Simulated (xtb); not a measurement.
C3H7O, doublet, geometry from GFN2-xTB. Base run: GFN2-xTB (xtb).

Geometry (Å):
```xyz
11

O     -0.0489    -0.6722     0.0681
C     -0.0557     0.7275    -0.0566
C      1.2255    -1.2362    -0.0817
C     -1.4145     1.2559     0.1097
H      0.6339     1.1765     0.6922
H      0.3606     1.0203    -1.0459
H      1.1063    -2.3114     0.0336
H      1.6455    -1.0205    -1.0731
H      1.9214    -0.8629     0.6813
H     -2.2229     0.5818     0.2973
H     -1.5855     2.3105     0.0418
```
Charge 0, spin multiplicity 2.
All else is at xtb's defaults.
Base energy -13.95303 Eh.

Variants of this job, named by their change:

```
change           ΔE vs base (kcal/mol)  dipole (D)  G_solv (kcal/mol)  SCF cycles
---------------  ---------------------  ----------  -----------------  ----------
base                             0.000        1.80                  -           9
alpb = cs2                       -3.22        1.87              -3.25          10
etemp = 5000                     -0.98        1.93                  -          10
etemp = 1000                     0.000        1.80                  -           9
acc = 0.0001                     0.000        1.80                  -          16
gbsa = methanol                  -3.41        1.94              -3.59          10
etemp = 10000                    -9.22        2.35                  -          10
```

ALPB and GBSA are two models with their own fitted parameters for each solvent, which aren't always the measured dielectric constant.
